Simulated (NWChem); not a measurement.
**CH5ClSi**

```xyz
8

Si     0.0430    -0.7711     0.0000
C      1.8765    -0.3826     0.0000
Cl    -1.0558     1.0055     0.0000
H     -0.3423    -1.5420    -1.2139
H     -0.3423    -1.5420     1.2139
H      2.1555     0.1995     0.8923
H      2.4608    -1.3181     0.0000
H      2.1555     0.1995    -0.8923
```
Charge 0, spin multiplicity 1.

All runs are NWChem calculations. All single points use one geometry, from B3LYP/def2-SVP, a minimum by its harmonic frequencies.

Symmetry labels belong to the abelian group Cs used in the runs, with the axes of the coordinates shown.

B3LYP has NWChem's definition, with VWN1-RPA local correlation. The Pople sets run with spherical d functions. The structure started from a generated list of species.

List the lowest 4 singlet excitations that TD-B3LYP/6-31+G* (spherical d), VWN1-RPA local correlation gives, with oscillator strengths.


```
state  symmetry  energy (eV)  wavelength (nm)      f
-----  --------  -----------  ---------------  -----
1            a'         7.16              173  0.016
2            a"         7.19              172  0.017
3            a"         7.49              166  0.000
4            a'         7.50              165  0.073
```
